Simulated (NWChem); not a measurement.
System: CH₅Cl₂FSi₂; SMILES F[SiH2]C[SiH](Cl)Cl

Input file for NWChem:

```
start job
memory heap 200 mb stack 900 mb global 1100 mb
geometry units angstroms noautoz
  Si     0.232513    -2.261324    -0.113925
  F     -0.703818    -3.571555     0.126671
  C     -0.809814    -0.739611     0.221107
  Si    -0.156077     0.842463    -0.496746
  Cl    -1.044119     2.469863     0.403381
  Cl     1.883670     0.927909    -0.161591
  H      1.381246    -2.345164     0.824280
  H      0.684858    -2.291844    -1.532674
  H     -1.819001    -0.905301    -0.197054
  H     -0.925558    -0.616448     1.311291
  H     -0.377099     0.950080    -1.959104
end
basis spherical
  * library def2-tzvp
end
dft
  xc xpbe96 cpbe96
  iterations 150
  semidirect filesize 400000000
  mulliken
end
task dft energy
```

All runs use the structure optimised with PBE0/def2-SVP.

Task: Give the results of this calculation. (PBE/def2-TZVP.) Quantities: energy (Ha); highest occupied level (eV); orbital gap (eV); dipole (D).

Result: 
| Property | Result |
|---|---|
| energy (Ha) | -1639.80 |
| highest occupied level (eV) | -7.65 |
| orbital gap (eV) | 6.48 |
| dipole (D) | 0.61 |
